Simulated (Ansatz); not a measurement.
Reaction (formal exchange of groups at the Si–H bond): `C=C[SiH](C)F` + `CSC(=N)O` → `C=C[Si](C)(O)F` + `CSC=N`

Gas-phase electronic energies from Ansatz, PBE0-D4/def2-TZVP geometries. CBS: MP2 limit from def2 TZ/QZ plus the TZ coupled-cluster correction, frozen cores. One conformer a species, not always the lowest.

```csv
species,MP2/def2-QZVPP energy (Eh)
`C=C[SiH](C)F`,-507.17494
`CSC(=N)O`,-606.62287
`C=C[Si](C)(O)F`,-582.39625
`CSC=N`,-531.45785
```

Problem. Work out ΔE.

Solution. ΔE = (-582.39625) + (-531.45785) − (-507.17494) − (-606.62287) = -0.05629 Eh = -147.8 kJ/mol. CCSD(T)/CBS gives -145.7 kJ/mol.

Largest T1 diagnostic among the species: 0.013.

From PBE to PBE0 (25 % exact exchange), in def2-TZVPP and without D4, ΔE moves by −5.0 kJ/mol.
